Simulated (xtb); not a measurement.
F₃Te (SMILES F[Te+](F)F), charge +1, singlet, at a GFN2-xTB geometry. Base run: GFN0-xTB in xtb.

xtb was given this input:
```
$ xtb mol.xyz --gfn 0 --chrg 1 --json

# file mol.xyz
4

Te    -0.06651998     0.12188136     0.33078461
F     -1.16789324    -1.07688202    -0.58739142
F      0.08902262     1.21325728    -1.17845659
F      1.46320830    -0.84057864    -0.14535195
```

Each row names what was changed in the base input (with any setting that the change needs).

```csv
change,ΔE vs base (mEh),HOMO-LUMO gap (eV)
base,0.000,3.48
acc = 0.0001,0.000,3.48
acc = 30,0.000,3.48
file = coord,0.000,3.48
```
